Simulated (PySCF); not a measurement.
**Interval between two levels of Te⁺ by level of theory**

Te⁺ [Kr] 4d10 5s2 5p3 [4S3/2, M_J = 3/2] → Te⁺ [Kr] 4d10 5s2 5p2 6s1 [4P5/2, M_J = 5/2], as a difference of total energies. All numbers are calculated (PySCF 2.14, the two-component X2C-1e Hamiltonian, in x2c-TZVPall-2c with one added diffuse shell each of s, p, d, f type (9s10p6d3f, 90 functions)). Correlated levels: [Ar] 3d10 frozen; the 6 highest virtual spinors dropped. "Screened" scales the spin-orbit matrix elements by Boettger's factors to mimic the two-electron term; Breit and QED terms are absent.

| method | interval between two levels (cm⁻¹) |
| --- | --- |
| GHF (spin-free) | 83181 |
| GMP2 (spin-free) | 83440 |
| GHF (screened spin-orbit) | 85395 |
| GMP2 (screened spin-orbit) | 85849 |

The labels give the starting determinants; with spin-orbit coupling the two ends relaxed to ⟨J²⟩ = 3.75, ⟨L²⟩ = 0.10, ⟨S²⟩ = 3.66 and ⟨J²⟩ = 8.78, ⟨L²⟩ = 2.58, ⟨S²⟩ = 3.38.

The promoted electron is Rydberg-like, and one or two diffuse shells describe it only roughly, which tends to raise the upper state.
